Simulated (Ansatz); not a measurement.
H2I2Ti (SMILES [I][TiH2][I]) moved off its minimum; all values from Ansatz (a quantum-chemistry and plane-wave program), cores frozen in correlated methods. Elements past Kr take the def2 small-core potentials, without spin–orbit coupling.
(charge 0, multiplicity 1)
```xyz
5

Ti    -0.93620    -0.35898    -0.37399
I      1.15143     0.55497    -1.84468
I     -0.69550    -0.50474     2.00662
H     -1.15427    -1.84346    -1.09711
H     -2.11444     0.75585    -0.97347
```

Task: Give the forces (eV/Å), the total energy and the dipole at CCSD(T)/def2-TZVPPD.

Result: 
```
atom      Fx      Fy      Fz
----  ------  ------  ------
Ti1    1.128   1.371  -3.623
I2    -0.981  -0.466   0.796
I3     0.105  -0.187   2.495
H4    -0.197  -0.531  -0.001
H5    -0.055  -0.188   0.333
```
Energy -1443.4404 hartree, dipole 1.87 D.

Doubts at one or more of the structures used: a restricted determinant that unrestricted orbitals would lower (CCSD(T)/def2-TZVPPD).
